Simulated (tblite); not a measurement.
Record of a relaxation.

Species: C₄H₅BrF (doublet state).
SMILES with atom numbers: `[F:1][CH2:2][C@:3]1([Br:4])[CH:5][CH2:6]1` (hydrogens: H7, H8 on C2; H9 on C5; H10, H11 on C6)

Computed with GFN2-xTB (tblite), gas phase: L-BFGS steps from a force-field or distance-geometry start until the largest atomic force falls under 0.01 eV/Å. 11 of its 95 geometries are shown.

Step 0: E = -538.5294 eV, largest atomic force 2.528 eV/Å
```
atom  x, y, z in Å  |  force x, y, z in eV/Å
F1      1.401   -0.669   -1.605   -0.079  -0.548   0.558
C2      1.227   -0.448   -0.251    1.468   1.462  -0.110
C3      0.070    0.487   -0.087   -1.416  -0.028   0.949
Br4     0.285    2.212   -0.967    0.110  -0.120  -0.100
C5     -0.752    0.543    1.167    0.447  -2.154  -1.246
C6     -1.350   -0.076   -0.087   -0.218   0.860   1.212
H7      1.153   -1.372    0.336   -0.190   0.046  -0.507
H8      2.164    0.110    0.067   -0.620  -0.627  -0.177
H9     -0.520   -0.111    2.028   -0.209   0.954  -0.438
H10    -2.161    0.491   -0.574    0.650  -0.404   0.072
H11    -1.510   -1.164   -0.052    0.058   0.559  -0.212
```

Step 9: E = -538.8519 eV, largest atomic force 0.214 eV/Å
```
atom  x, y, z in Å  |  force x, y, z in eV/Å
F1      1.419   -0.734   -1.586   -0.025   0.066   0.090
C2      1.263   -0.396   -0.267   -0.180  -0.087   0.075
C3      0.045    0.475   -0.060    0.105  -0.112  -0.090
Br4     0.277    2.215   -0.974   -0.049  -0.019   0.077
C5     -0.733    0.424    1.163    0.012  -0.116  -0.122
C6     -1.367   -0.086   -0.052   -0.067  -0.062   0.074
H7      1.125   -1.337    0.284    0.114   0.053  -0.024
H8      2.176    0.114    0.057    0.027  -0.026  -0.047
H9     -0.527   -0.011    2.121   -0.070   0.152  -0.093
H10    -2.123    0.499   -0.567    0.057   0.004   0.116
H11    -1.546   -1.159   -0.145    0.078   0.147  -0.056
```

Step 19: E = -538.8696 eV, largest atomic force 0.072 eV/Å
```
atom  x, y, z in Å  |  force x, y, z in eV/Å
F1      1.415   -0.752   -1.593   -0.002   0.019   0.029
C2      1.269   -0.411   -0.274   -0.028   0.016   0.017
C3      0.048    0.449   -0.061   -0.028  -0.009  -0.032
Br4     0.259    2.222   -0.935    0.038   0.001   0.034
C5     -0.729    0.389    1.152    0.047   0.004   0.022
C6     -1.369   -0.099   -0.061    0.016  -0.003   0.005
H7      1.168   -1.349    0.286   -0.002  -0.001  -0.005
H8      2.181    0.113    0.036   -0.003   0.001  -0.072
H9     -0.564    0.085    2.157   -0.047   0.009   0.017
H10    -2.130    0.518   -0.526    0.020  -0.039  -0.031
H11    -1.542   -1.162   -0.208   -0.010   0.004   0.014
```

Step 28: E = -538.8759 eV, largest atomic force 0.057 eV/Å
```
atom  x, y, z in Å  |  force x, y, z in eV/Å
F1      1.382   -0.771   -1.611   -0.032  -0.005   0.030
C2      1.277   -0.418   -0.292   -0.025   0.015   0.019
C3      0.054    0.430   -0.048   -0.014   0.007   0.024
Br4     0.300    2.240   -0.862   -0.029   0.017  -0.009
C5     -0.732    0.366    1.153    0.006  -0.013   0.055
C6     -1.365   -0.111   -0.065    0.032   0.001  -0.016
H7      1.206   -1.349    0.283    0.026  -0.003  -0.017
H8      2.192    0.126   -0.029   -0.006  -0.035  -0.011
H9     -0.646    0.169    2.193    0.004   0.017  -0.042
H10    -2.130    0.497   -0.538    0.035  -0.016  -0.011
H11    -1.533   -1.176   -0.210    0.003   0.015  -0.022
```

Step 38: E = -538.8700 eV, largest atomic force 0.720 eV/Å
```
atom  x, y, z in Å  |  force x, y, z in eV/Å
F1      1.372   -0.781   -1.617   -0.044   0.024   0.075
C2      1.280   -0.420   -0.297    0.006  -0.008   0.001
C3      0.056    0.423   -0.042    0.045   0.007  -0.030
Br4     0.304    2.248   -0.842   -0.030   0.003  -0.009
C5     -0.732    0.353    1.151    0.033  -0.118   0.710
C6     -1.363   -0.118   -0.069   -0.002   0.007  -0.025
H7      1.221   -1.351    0.282    0.018   0.020  -0.021
H8      2.196    0.128   -0.047   -0.036  -0.047  -0.019
H9     -0.668    0.207    2.220   -0.038   0.092  -0.659
H10    -2.126    0.496   -0.536    0.022  -0.017  -0.024
H11    -1.533   -1.181   -0.229    0.025   0.037   0.002
```

Step 47: E = -538.9339 eV, largest atomic force 0.177 eV/Å
```
atom  x, y, z in Å  |  force x, y, z in eV/Å
F1      1.197   -0.842   -1.635    0.099  -0.075   0.008
C2      1.300   -0.450   -0.326   -0.048   0.059  -0.034
C3      0.096    0.377    0.048   -0.040  -0.039  -0.038
Br4     0.305    2.284   -0.617    0.031  -0.077   0.086
C5     -0.710    0.174    1.208   -0.028  -0.003   0.139
C6     -1.326   -0.155   -0.069    0.086  -0.006  -0.075
H7      1.358   -1.364    0.282   -0.077   0.094  -0.065
H8      2.229    0.123   -0.228   -0.030  -0.022  -0.020
H9     -0.906    0.566    2.178   -0.043   0.056  -0.162
H10    -2.076    0.488   -0.528    0.011  -0.047   0.164
H11    -1.461   -1.199   -0.341    0.040   0.060  -0.001
```

Step 56: E = -538.9701 eV, largest atomic force 0.065 eV/Å
```
atom  x, y, z in Å  |  force x, y, z in eV/Å
F1      1.179   -0.889   -1.645   -0.052   0.020   0.004
C2      1.296   -0.455   -0.348    0.008  -0.009   0.005
C3      0.107    0.377    0.061    0.010  -0.017  -0.019
Br4     0.324    2.281   -0.484    0.011   0.034   0.004
C5     -0.697    0.123    1.232    0.032  -0.047  -0.009
C6     -1.306   -0.175   -0.059    0.021   0.008  -0.027
H7      1.370   -1.353    0.275   -0.038  -0.008   0.026
H8      2.227    0.117   -0.292    0.002   0.020   0.035
H9     -1.003    0.706    2.070    0.041   0.030   0.002
H10    -2.091    0.471   -0.440   -0.047  -0.040  -0.020
H11    -1.400   -1.201   -0.395    0.010   0.010  -0.001
```

Step 66: E = -538.9726 eV, largest atomic force 0.035 eV/Å
```
atom  x, y, z in Å  |  force x, y, z in eV/Å
F1      1.173   -0.884   -1.645    0.004   0.005   0.001
C2      1.291   -0.455   -0.348   -0.005   0.002  -0.001
C3      0.105    0.384    0.054   -0.002  -0.018   0.001
Br4     0.332    2.289   -0.475   -0.008   0.014  -0.008
C5     -0.691    0.122    1.228   -0.007   0.014   0.031
C6     -1.304   -0.177   -0.061    0.010   0.004  -0.015
H7      1.349   -1.352    0.278   -0.010  -0.002  -0.011
H8      2.225    0.113   -0.281   -0.003  -0.013   0.001
H9     -0.985    0.717    2.064   -0.004  -0.009  -0.017
H10    -2.106    0.451   -0.440    0.010  -0.006   0.008
H11    -1.385   -1.204   -0.400    0.015   0.009   0.010
```

Step 75: E = -538.9730 eV, largest atomic force 0.016 eV/Å
```
atom  x, y, z in Å  |  force x, y, z in eV/Å
F1      1.169   -0.875   -1.648    0.007   0.011  -0.005
C2      1.288   -0.455   -0.348   -0.001   0.002   0.001
C3      0.108    0.389    0.056   -0.004  -0.015   0.004
Br4     0.327    2.293   -0.478    0.007  -0.003  -0.007
C5     -0.689    0.126    1.230   -0.006   0.001   0.009
C6     -1.299   -0.179   -0.060   -0.005  -0.002  -0.002
H7      1.334   -1.358    0.271    0.000   0.003  -0.004
H8      2.228    0.102   -0.275    0.004  -0.001   0.003
H9     -0.989    0.722    2.063    0.002   0.003  -0.008
H10    -2.103    0.443   -0.441   -0.001  -0.005   0.006
H11    -1.369   -1.207   -0.396   -0.002   0.006   0.003
```

Step 85: E = -538.9737 eV, largest atomic force 0.034 eV/Å
```
atom  x, y, z in Å  |  force x, y, z in eV/Å
F1      1.194   -0.834   -1.663    0.005  -0.007   0.000
C2      1.287   -0.455   -0.348    0.001  -0.001   0.002
C3      0.106    0.390    0.053   -0.009  -0.032  -0.005
Br4     0.329    2.285   -0.508   -0.011   0.010   0.013
C5     -0.684    0.132    1.232   -0.008   0.022   0.003
C6     -1.299   -0.183   -0.053   -0.004  -0.006   0.002
H7      1.309   -1.375    0.247   -0.004  -0.004  -0.015
H8      2.230    0.089   -0.237    0.004   0.009   0.006
H9     -0.987    0.732    2.061    0.011   0.007  -0.005
H10    -2.111    0.434   -0.428    0.019  -0.012   0.000
H11    -1.369   -1.213   -0.382   -0.004   0.015   0.000
```

Step 94: E = -538.9744 eV, largest atomic force 0.006 eV/Å
```
atom  x, y, z in Å  |  force x, y, z in eV/Å
F1      1.229   -0.788   -1.680    0.002  -0.002  -0.003
C2      1.287   -0.457   -0.350   -0.001  -0.001  -0.004
C3      0.103    0.383    0.049    0.005  -0.001   0.002
Br4     0.319    2.277   -0.523   -0.002   0.001   0.001
C5     -0.681    0.141    1.235    0.005   0.002  -0.001
C6     -1.303   -0.189   -0.043   -0.001   0.001   0.001
H7      1.285   -1.399    0.210   -0.001   0.006   0.001
H8      2.231    0.076   -0.193   -0.002  -0.003   0.003
H9     -0.974    0.757    2.055   -0.002  -0.003  -0.002
H10    -2.113    0.425   -0.426   -0.001   0.000   0.000
H11    -1.377   -1.223   -0.358   -0.002   0.001   0.001
```

Task: Summarise the path.

Result: The energy falls by 0.4450 eV from step 0 to step 94; nine tenths of that is first reached at step 47. It rises by more than 0.2 meV at steps 32, 35, 38, 40, 43 and 46. The largest force goes from 2.528 to 0.006 eV/Å. Among the bonds C5–C6 changes most, from 1.521 to 1.459 Å; the atoms move by 0.392 Å rms after alignment.

What follows is the cost of the whole relaxation. On an Arm Neoverse V1 with one thread, no GPU, on a shared host, this took 0.45 s of wall time.
